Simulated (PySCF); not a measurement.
## A small calculation by hand: oscillator strength and radiative lifetime

Te(F)(SH) (FHSTe), SMILES [Te](F)S.

Geometry: B3LYP-D3(BJ)/def2-TZVP. The def2 effective core potentials stand for the cores of Te; spin–orbit coupling is left out. Other conformers were not sampled.

TDDFT-M06-2X/def2-SVPD run with PySCF 2.14.0 puts the first singlet state with f over 0.02 at 5.77 eV (vertical), with the transition dipole (0.175, 0.031, -0.583) in atomic units.

Q: Find the oscillator strength, the wavelength and the radiative lifetime that this transition would have in vacuum if emission retraced absorption.

A: 
|μ|² = 0.3715 au, so |μ| = 1.55 D. ΔE = 5.77/27.211 = 0.2120 hartree. f = (2/3) ΔE |μ|² = 0.053 (the program prints 0.052).
λ = 1239.84/5.77 = 215 nm; ν = 46538 cm⁻¹.
Einstein's coefficient A = 0.6670 ν² f s⁻¹ (ν in cm⁻¹) = 7.6e7 s⁻¹, so τ = 1/A = 13 ns. This state is S5; the lower singlets have f = 0.001, 0.001, 0.006, 0.010. The figure is the radiative limit of this one transition; relaxation, internal conversion, crossing to triplets and a medium change what is measured.
